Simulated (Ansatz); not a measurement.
C₂H₈OSi₂ (`C[SiH]1CO[SiH2]1`) at its PBE0-D4/def2-TZVP geometry, where that method's forces vanish. Total charge 0; spin multiplicity 1.

```xyz
13

C    -1.4830    1.1986    0.6955
Si   -0.6198   -0.0257   -0.4261
C     1.2050    0.3933   -0.8857
O     1.9113   -0.7166   -0.2856
Si    0.7539   -1.7010    0.4186
H    -2.4253    0.7870    1.0646
H    -1.7084    2.1237    0.1587
H    -0.8580    1.4436    1.5568
H    -1.4769   -0.3289   -1.6077
H     1.5697    1.3320   -0.4551
H     1.4088    0.4170   -1.9607
H     0.7571   -3.0741   -0.1608
H     0.9655   -1.8488    1.8877
```

Task: What forces (eV/Å) does r2SCAN-D4/def2-TZVPP give on these atoms in the Gaussian-basis code of Ansatz? (Best estimate.)

Result: Ansatz gave: 
```
C1  -0.009  0.009  0.005
Si2 -0.079 -0.009 -0.012
C3  -0.187  0.275 -0.159
O4   0.279 -0.242  0.117
Si5 -0.049 -0.068  0.039
H6   0.015  0.024  0.000
H7  -0.003 -0.009  0.021
H8  -0.023  0.004 -0.013
H9   0.003  0.007  0.002
H10  0.016  0.006 -0.003
H11  0.022  0.006  0.000
H12  0.008  0.008  0.016
H13  0.006 -0.010 -0.014
```
